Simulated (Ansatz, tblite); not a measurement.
Forces on the cluster PbS₂⁻ at its PBE-D4/def2-TZVPD geometry. Total charge -1; doublet.

In the def2 sets Pb takes a core potential; there is no spin–orbit coupling. The xTB rows come from tblite. The structure comes from a short search, and lower isomers may exist.

GFN1-xTB (tblite), largest force 0.32 eV/Å:

```xyz
3
positions Å, forces eV/Å
Pb   -0.347   -0.621   -0.070   -0.154   -0.275   -0.031
S     1.143   -0.012   -1.896    0.054    0.145    0.062
S    -0.796    0.633    1.967    0.100    0.130   -0.031
```

GFN2-xTB (tblite), largest force 0.30 eV/Å:

```
Pb -0.145 -0.259 -0.029
S 0.082 0.126 -0.005
S 0.063 0.133 0.034
```

PBE0-D4/def2-TZVPD (Ansatz), largest force 0.44 eV/Å:

```
Pb 0.189 0.338 0.038
S -0.269 -0.111 0.329
S 0.080 -0.227 -0.367
```
